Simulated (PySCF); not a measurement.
Excitation energy of Hf by level of theory

Hf [Xe] 4f14 5d2 6s2 (3F) → Hf [Xe] 4f14 5d1 6s2 6p1 (high-spin determinant), as a difference of total energies. All numbers are calculated (PySCF 2.14, a scalar-relativistic core potential, in def2-QZVPPD with the def2 core potential (60 electrons)). Correlated levels: valence: 5s2 5p6 frozen. The calculations carry no spin-orbit coupling.

```json
{"method": "UHF", "excitation energy (eV)": "1.670"}
{"method": "MP2 (valence)", "excitation energy (eV)": "1.889"}
{"method": "SCS-MP2 (valence)", "excitation energy (eV)": "1.818"}
{"method": "CCSD (valence)", "excitation energy (eV)": "1.640"}
{"method": "CCSD(T) (valence)", "excitation energy (eV)": "1.601"}
```

Task: How much does correlation contribute at CCSD(T) (valence)?

Result: 1.601 − (1.670) = -0.069 eV, measured against UHF.

The coupled-cluster amplitudes are large for the upper state (T1 above 0.03 or a double amplitude above 0.15), so a single reference is strained.

The determinant of the upper state mixes LS terms, which raises its energy above the lowest term, most at the Hartree-Fock and MP2 levels.
